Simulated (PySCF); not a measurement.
C3F3, SMILES FC(F)(C#[C])F, multiplicity 2.

Geometry: PBE-D3(BJ)/def2-SVP. The isomer is the one that the SMILES or the coordinates give; other isomers of the formula were not compared.

All values below come from CAM-B3LYP/def2-TZVP in PySCF.

| Quantity | Value |
|---|---|
| total energy | -413.70031 hartree |
| point group | C3v |
| α spin, highest occupied and lowest empty level | -11.22 and 0.34 eV |
| β spin, highest occupied and lowest empty level | -10.82 and -4.78 eV |
| dipole moment | 1.45 D |
| quadrupole, principal values (traceless, Buckingham form, about the centre of nuclear charge) | -2.33, -2.33, 4.67 D·Å |
| mean static polarisability | 35.2 bohr³ (5.21 Å³) |
| polarisability, principal values | 30.5, 30.5, 44.5 bohr³ |
| ⟨S²⟩ | 0.784 (pure state 0.75) |
